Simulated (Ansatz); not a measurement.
Cost and result for the atomization energy of `O=C=[N][Sn]([Cl])([Cl])[Cl]` (7 atoms, 6 bonds).

Charge 0, multiplicity 1. Correlated methods include outer-core shells of Sn, which these sets cover unevenly. Sn takes the def2 core potential. All single points use the PBE0-D4/def2-TZVP geometry. It is one conformer, not always the lowest. Program: Ansatz. All runs use 4 threads of an Intel Xeon Platinum 8488C on a shared host. Times are those of one run each, without the atoms' runs, and a repeat can differ threefold. Electronic energies, without spin–orbit coupling; frozen cores. CCSD(T)/CBS adds CCSD(T) − MP2 in def2-TZVPP to the MP2 limit, and its time is that of the two runs behind it. T1 = 0.014. With those shells the extrapolation isn't a true limit. HSE06 is the plane-wave form, built on full-range PBE exchange.

CCSD(T)/CBS is a level of theory with its own doubt, some kJ/mol a heavy atom from the limit and from the frozen cores, so smaller differences don't rank the functionals.

```json
{"level": "BLYP-D4/def2-TZVPP", "functions": "269", "wall time": "2 s", "atomization (kcal/mol)": "638.1", "difference from CCSD(T)/CBS": "2.6", "per bond": "0.4"}
{"level": "PBE-D4/def2-TZVPP (with forces)", "functions": "269", "wall time": "2.5 s", "atomization (kcal/mol)": "668.7", "difference from CCSD(T)/CBS": "33.2", "per bond": "5.5"}
{"level": "PBE0-D4/def2-TZVPP", "functions": "269", "wall time": "4.6 s", "atomization (kcal/mol)": "639.7", "difference from CCSD(T)/CBS": "4.2", "per bond": "0.7"}
{"level": "BHLYP-D4/def2-TZVPP", "functions": "269", "wall time": "4.6 s", "atomization (kcal/mol)": "591.1", "difference from CCSD(T)/CBS": "-44.4", "per bond": "-7.4"}
{"level": "HSE06-D4/def2-TZVPP", "functions": "269", "wall time": "4.9 s", "atomization (kcal/mol)": "640.4", "difference from CCSD(T)/CBS": "4.9", "per bond": "0.8"}
{"level": "CAM-B3LYP-D4/def2-TZVPP", "functions": "269", "wall time": "5.5 s", "atomization (kcal/mol)": "628.1", "difference from CCSD(T)/CBS": "-7.4", "per bond": "-1.2"}
{"level": "RPA@PBE/def2-TZVPP", "functions": "269", "wall time": "6.5 s", "atomization (kcal/mol)": "561.4", "difference from CCSD(T)/CBS": "-74.1", "per bond": "-12.3"}
{"level": "PBE-QIDH/def2-TZVPP", "functions": "269", "wall time": "7 s", "atomization (kcal/mol)": "630.2", "difference from CCSD(T)/CBS": "-5.3", "per bond": "-0.9"}
{"level": "B97M-V/def2-TZVPP", "functions": "269", "wall time": "7.5 s", "atomization (kcal/mol)": "648.4", "difference from CCSD(T)/CBS": "12.9", "per bond": "2.2"}
{"level": "CCSD(T)/def2-SVP", "functions": "122", "wall time": "10 s", "atomization (kcal/mol)": "575.8", "difference from CCSD(T)/CBS": "-59.7", "per bond": "-10.0"}
{"level": "MP2/def2-QZVPP", "functions": "463", "wall time": "20 s", "atomization (kcal/mol)": "660.8", "difference from CCSD(T)/CBS": "25.3", "per bond": "4.2"}
{"level": "CCSD(T)/def2-TZVPP", "functions": "269", "wall time": "5.1 min", "atomization (kcal/mol)": "606.1", "difference from CCSD(T)/CBS": "-29.4", "per bond": "-4.9"}
{"level": "CCSD(T)/CBS(def2)", "functions": "–", "wall time": "5.4 min", "atomization (kcal/mol)": "635.5", "difference from CCSD(T)/CBS": "0.0", "per bond": "0.0"}
```

In def2-TZVPP, CCSD(T) changes the Hartree–Fock value by +205.6 kcal/mol (the triples alone add +22.4 kcal/mol) and MP2 by +242.5 kcal/mol; breaking electron pairs costs correlation energy, which Hartree–Fock lacks. Leaving LDA and LC-ωPBE aside and taking each functional with its dispersion term where it has one, the values spread over 77.6 kcal/mol, from BHLYP-D4 to PBE-D4. LDA lies +101.2 kcal/mol from PBE without D4, its usual overbinding. From BLYP to BHLYP (50 % exact exchange), in def2-TZVPP and without D4, the atomization energy moves by −42.9 kcal/mol: exact exchange takes away binding that semilocal exchange gives to molecules.

Spin–orbit coupling would lower the free Sn atoms strongly, and the atomization energy with them, by more than many differences here. For some Ge, Se and Sn compounds the MP2-based and the directly extrapolated limit differ by 10 to 25 kJ/mol.
